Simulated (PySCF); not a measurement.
Cl₄Te, charge -1, doublet, geometry from GFN2-xTB (a state made from the parent by changing its charge; the spin is typed, not shown lowest) (core potentials on Te); DF-R2SCAN/def2-SVP (PySCF).

PySCF was given this input:
```python
from pyscf import gto, scf, dft

mol = gto.Mole()
mol.atom = '''
    Te    0.000243   -0.005206    0.196833
    Cl    1.523600   -1.933543   -0.203646
    Cl    1.938064    1.527298   -0.112629
    Cl   -1.523972    1.941505   -0.097392
    Cl   -1.938436   -1.519337   -0.188409
'''
mol.basis = 'def2-svp'
mol.ecp = {'Te': 'def2-svp'}
mol.charge = -1
mol.spin = 1
mol.verbose = 4
mol.build()

mf = dft.UKS(mol)
mf.xc = 'r2scan'
mf = mf.density_fit(auxbasis='def2-universal-jkfit')
mf.kernel()
mf.analyze()
```

Output, abridged:

```
PySCF version 2.14.0

[INPUT] verbose = 4
[INPUT] num. atoms = 5
[INPUT] num. electrons = 93
[INPUT] charge = -1
[INPUT] spin (= nelec alpha-beta = 2S) = 1
[INPUT] symmetry False subgroup None
[INPUT] Mole.unit = angstrom
[INPUT] Symbol           X                Y                Z      unit          X                Y                Z       unit  Magmom
[...]
nuclear repulsion = 584.323462438126
number of shells = 42
number of NR pGTOs = 205
number of NR cGTOs = 98
basis = def2-svp
ecp = {'Te': 'def2-svp'}

******** <class 'pyscf.df.df_jk.DFUKS'> ********
method = DFUKS
initial guess = minao
damping factor = 0
level_shift factor = 0
DIIS = <class 'pyscf.scf.diis.CDIIS'>
diis_start_cycle = 1
diis_space = 8
diis_damp = 0
SCF conv_tol = 1e-09
SCF conv_tol_grad = None
SCF max_cycles = 50
direct_scf = False
number electrons alpha = 47  beta = 46
XC library pyscf.dft.libxc version 7.1.2
    S. Lehtola, C. Steigemann, M. J. T. Oliveira, and M. A. L. Marques,  SoftwareX 7, 1–5 (2018)
XC functionals = r2scan
    J. W. Furness, A. D. Kaplan, J. Ning, J. P. Perdew, and J. Sun,  J. Phys. Chem. Lett. 11, 8208–8215 (2020)
    J. W. Furness, A. D. Kaplan, J. Ning, J. P. Perdew, and J. Sun,  J. Phys. Chem. Lett. 11, 9248–9248 (2020)
    J. W. Furness, A. D. Kaplan, J. Ning, J. P. Perdew, and J. Sun,  J. Phys. Chem. Lett. 11, 8208–8215 (2020)
    J. W. Furness, A. D. Kaplan, J. Ning, J. P. Perdew, and J. Sun,  J. Phys. Chem. Lett. 11, 9248–9248 (2020)
radial grids:
    Treutler-Ahlrichs [JCP 102, 346 (1995); DOI:10.1063/1.469408] (M4) radial grids

becke partition: Becke, JCP 88, 2547 (1988); DOI:10.1063/1.454033
pruning grids: <function nwchem_prune>
grids dens level: 3
symmetrized grids: False
atomic radii adjust function: <function treutler_atomic_radii_adjust>
small_rho_cutoff = 0
Set gradient conv threshold to 3.16228e-05
tot grids = 97480
init E= -2080.741402206

cycle= 1 E= -2105.10487320828  delta_E= -24.4  |g|= 2.52  |ddm|=  6.4

cycle= 2 E= -2103.75865008557  delta_E= 1.35  |g|= 3.13  |ddm|= 7.58
cycle= 3 E= -2108.30914897559  delta_E= -4.55  |g|= 0.323  |ddm|= 4.77
cycle= 4 E= -2108.36473409669  delta_E= -0.0556  |g|= 0.222  |ddm|= 1.03
cycle= 5 E= -2108.40068218291  delta_E= -0.0359  |g|= 0.0298  |ddm|= 0.364
cycle= 6 E= -2108.40109516051  delta_E= -0.000413  |g|= 0.00657  |ddm|= 0.0616
cycle= 7 E= -2108.40112396161  delta_E= -2.88e-05  |g|= 0.00184  |ddm|= 0.0119
cycle= 8 E= -2108.40112606794  delta_E= -2.11e-06  |g|= 0.000461  |ddm|= 0.0035
cycle= 9 E= -2108.40112621731  delta_E= -1.49e-07  |g|= 8.17e-05  |ddm|= 0.000829
cycle= 10 E= -2108.40112621841  delta_E= -1.1e-09  |g|= 7.64e-05  |ddm|= 0.00029
cycle= 11 E= -2108.4011262231  delta_E= -4.69e-09  |g|= 7.81e-06  |ddm|= 0.000153
cycle= 12 E= -2108.40112622315  delta_E= -4.64e-11  |g|= 1.87e-06  |ddm|= 1.77e-05
Extra cycle  E= -2108.40112622314  delta_E= 4.55e-12  |g|= 1.87e-06  |ddm|= 6.39e-06
converged SCF energy = -2108.40112622314  <S^2> = 0.75194201  2S+1 = 2.0019411
**** SCF Summaries ****
Total Energy =                       -2108.401126223142455
Nuclear Repulsion Energy =             584.323462438126398
One-electron Energy =                -4191.864698298203621
Two-electron Energy =                 1499.140109636934312
Two-electron Coulomb Energy =         1633.276184324155565
DFT Exchange-Correlation Energy =     -134.136074687221338
**** MO energy ****
                             alpha | beta                alpha | beta
[...]
spin_pop of  0 Te 4s        0.00003
spin_pop of  0 Te 5s        0.02527
spin_pop of  0 Te 6s        0.00221
spin_pop of  0 Te 7s        0.00074
spin_pop of  0 Te 4px       0.00020
spin_pop of  0 Te 4py       0.00014
spin_pop of  0 Te 4pz       0.00015
spin_pop of  0 Te 5px       0.04036
spin_pop of  0 Te 5py      -0.00000
spin_pop of  0 Te 5pz       0.00000
spin_pop of  0 Te 6px       0.04149
spin_pop of  0 Te 6py       0.00569
spin_pop of  0 Te 6pz       0.00612
spin_pop of  0 Te 7px       0.56727
spin_pop of  0 Te 7py       0.00072
spin_pop of  0 Te 7pz       0.00072
spin_pop of  0 Te 4dxy     -0.00212
spin_pop of  0 Te 4dyz      0.00033
spin_pop of  0 Te 4dz^2    -0.00212
spin_pop of  0 Te 4dxz     -0.00039
spin_pop of  0 Te 4dx2-y2    0.00001
spin_pop of  0 Te 5dxy      0.00227
spin_pop of  0 Te 5dyz      0.00430
spin_pop of  0 Te 5dz^2     0.00226
spin_pop of  0 Te 5dxz      0.00028
spin_pop of  0 Te 5dx2-y2   -0.00052
spin_pop of  1 Cl 1s        0.00000
spin_pop of  1 Cl 2s       -0.00000
spin_pop of  1 Cl 3s        0.00038
spin_pop of  1 Cl 4s        0.00007
spin_pop of  1 Cl 2px       0.00000
spin_pop of  1 Cl 2py       0.00000
spin_pop of  1 Cl 2pz       0.00000
spin_pop of  1 Cl 3px       0.01574
spin_pop of  1 Cl 3py       0.02732
spin_pop of  1 Cl 3pz       0.03012
spin_pop of  1 Cl 4px       0.00002
spin_pop of  1 Cl 4py       0.00006
spin_pop of  1 Cl 4pz       0.00128
spin_pop of  1 Cl 3dxy      0.00016
spin_pop of  1 Cl 3dyz      0.00052
spin_pop of  1 Cl 3dz^2     0.00012
spin_pop of  1 Cl 3dxz      0.00032
spin_pop of  1 Cl 3dx2-y2    0.00003
spin_pop of  2 Cl 1s        0.00000
spin_pop of  2 Cl 2s       -0.00000
spin_pop of  2 Cl 3s        0.00038
spin_pop of  2 Cl 4s        0.00007
spin_pop of  2 Cl 2px       0.00000
spin_pop of  2 Cl 2py       0.00000
spin_pop of  2 Cl 2pz       0.00000
spin_pop of  2 Cl 3px       0.02568
spin_pop of  2 Cl 3py       0.01433
spin_pop of  2 Cl 3pz       0.03315
spin_pop of  2 Cl 4px       0.00005
spin_pop of  2 Cl 4py       0.00001
spin_pop of  2 Cl 4pz       0.00131
spin_pop of  2 Cl 3dxy      0.00013
spin_pop of  2 Cl 3dyz      0.00035
spin_pop of  2 Cl 3dz^2     0.00008
spin_pop of  2 Cl 3dxz      0.00056
spin_pop of  2 Cl 3dx2-y2    0.00003
spin_pop of  3 Cl 1s        0.00000
spin_pop of  3 Cl 2s       -0.00000
spin_pop of  3 Cl 3s        0.00038
spin_pop of  3 Cl 4s        0.00007
spin_pop of  3 Cl 2px       0.00000
spin_pop of  3 Cl 2py       0.00000
spin_pop of  3 Cl 2pz       0.00000
spin_pop of  3 Cl 3px       0.01562
spin_pop of  3 Cl 3py       0.02387
spin_pop of  3 Cl 3pz       0.03367
spin_pop of  3 Cl 4px       0.00002
spin_pop of  3 Cl 4py       0.00003
spin_pop of  3 Cl 4pz       0.00131
spin_pop of  3 Cl 3dxy      0.00014
spin_pop of  3 Cl 3dyz      0.00057
spin_pop of  3 Cl 3dz^2     0.00008
spin_pop of  3 Cl 3dxz      0.00035
spin_pop of  3 Cl 3dx2-y2    0.00003
spin_pop of  4 Cl 1s        0.00000
spin_pop of  4 Cl 2s       -0.00000
spin_pop of  4 Cl 3s        0.00038
spin_pop of  4 Cl 4s        0.00007
spin_pop of  4 Cl 2px       0.00000
spin_pop of  4 Cl 2py       0.00000
spin_pop of  4 Cl 2pz       0.00000
spin_pop of  4 Cl 3px       0.02551
spin_pop of  4 Cl 3py       0.01705
spin_pop of  4 Cl 3pz       0.03062
spin_pop of  4 Cl 4px       0.00005
spin_pop of  4 Cl 4py       0.00003
spin_pop of  4 Cl 4pz       0.00129
spin_pop of  4 Cl 3dxy      0.00016
spin_pop of  4 Cl 3dyz      0.00032
spin_pop of  4 Cl 3dz^2     0.00011
spin_pop of  4 Cl 3dxz      0.00053
spin_pop of  4 Cl 3dx2-y2    0.00003
In total            47.00000 | 46.00000

WARN: System has nonzero charge -1; the dipole moment is origin-dependent.
Location of origin: [0. 0. 0.]

Dipole moment(X, Y, Z, Debye):  0.00154, -0.03295,  1.24207
```
